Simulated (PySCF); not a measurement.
A structure optimised at ωB97X-D3(BJ)/def2-TZVP, used in a PySCF frequency run:

```xyz
7

B     -1.7263     0.0153     0.0000
Ge     0.3328     0.0021     0.0000
H      0.9406     0.6652     1.2448
H      0.9406     0.6652    -1.2448
H      0.7795    -1.4720     0.0000
H     -2.3394    -0.0011    -1.0249
H     -2.3394    -0.0011     1.0249
```

### Question
Write its SMILES, formula and point group.

### Answer
[BH2][GeH3], BGeH₅, Cs

### Question
What are its rotational constants (standard atomic weights)?

### Answer
60.743, 8.9244, 8.5960 GHz
